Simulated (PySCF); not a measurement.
C4H9Al, SMILES [CH]([Al]([CH3])[CH3])=C. Atoms are numbered in the order given.

```xyz
14

Al    -0.0270    -0.0311     0.4397
C     -0.4101    -1.0770     2.0561
H     -0.7020    -2.1193     1.8477
H     -1.2244    -0.6137     2.6426
H      0.4677    -1.1040     2.7273
C      0.5221     1.8536     0.5429
H      1.4845     2.0221     0.0273
H      0.6331     2.2146     1.5785
H     -0.2127     2.5097     0.0423
C     -0.1840    -0.8252    -1.3407
C      0.0744    -0.1210    -2.4585
H     -0.4889    -1.8722    -1.4913
H     -0.0076    -0.5456    -3.4685
H      0.3859     0.9312    -2.4218
```
Charge 0, spin multiplicity 1.

Geometry optimised at B3LYP-D3(BJ)/def2-SVP. The structure was generated by enumeration; whether it is a known compound was not checked. One conformer was computed; it need not be the lowest.

These are TDDFT-PBE/def2-SVPD (PySCF) values and carry that method's errors.

Vertical excitations. 

| state | energy (eV) | λ (nm) | f | main pairs |
|---|---|---|---|---|
| S1 | 4.44 | 279 | 0.000 | HOMO−1→LUMO 95 % |
| S2 | 4.53 | 274 | 0.000 | HOMO→LUMO 95 % |
| S3 | 5.67 | 219 | 0.134 | HOMO−2→LUMO 83 %, HOMO−2→LUMO+2 15 % |
| S4 | 5.84 | 212 | 0.052 | HOMO→LUMO+1 98 % |
| S5 | 5.93 | 209 | 0.079 | HOMO−1→LUMO+1 99 % |
| S6 | 6.17 | 201 | 0.020 | HOMO−2→LUMO+1 99 % |
| S7 | 6.36 | 195 | 0.000 | HOMO→LUMO+2 90 % |
| S8 | 6.40 | 194 | 0.000 | HOMO−1→LUMO+2 100 % |
| S9 | 6.73 | 184 | 0.012 | HOMO−3→LUMO 88 % |
| S10 | 6.85 | 181 | 0.013 | HOMO→LUMO+3 97 % |
| T1 | 4.00 | 310 | 0 | HOMO−2→LUMO 94 % |
| T2 | 4.12 | 301 | 0 | HOMO→LUMO 98 % |
| T3 | 4.30 | 288 | 0 | HOMO−1→LUMO 98 % |
| T4 | 5.65 | 220 | 0 | HOMO→LUMO+1 96 % |
Triplets are in the Tamm–Dancoff approximation, which puts them higher than full response would, so one can lie above its singlet here.
